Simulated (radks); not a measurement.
Values are calculated unless marked as measured or tabulated.
Initial-state core-level shifts of neutral copper when its valence configuration changes from [Ar] 3d10 4s1. Level of theory: Dirac Kohn-Sham, PBEsol, spin-unpolarised, spherical densities, point nucleus; open shells are shared between the two j in proportion to 2j + 1 (a radial shooting solver on a logarithmic mesh with Libxc functionals). Shifts are changes of the shell-averaged eigenvalues in eV (positive: less bound).

| valence | 1s | 2p | 3s | 3p |
|---|---|---|---|---|
| 3d9 4s2 | -5.208 | -5.736 | -5.295 | -5.166 |
| 3d8 4s1 4p2 | -15.803 | -16.914 | -15.679 | -15.369 |
| 3d9.5 4s1.5 | -2.391 | -2.629 | -2.459 | -2.401 |
| 3d6 4s1 4p4 | -36.069 | -39.287 | -34.256 | -33.469 |
| 3d8.5 4s0.5 4p2 | -12.279 | -12.965 | -12.299 | -12.089 |
| 3d9 4s1 4p1 | -7.315 | -7.734 | -7.398 | -7.275 |
| 3d10 4p1 | -2.128 | -1.980 | -2.133 | -2.150 |
| 3d5 4s2 4p4 | -46.344 | -50.952 | -42.949 | -41.918 |
| 3d8.5 4p2.5 | -13.103 | -13.745 | -13.122 | -12.912 |
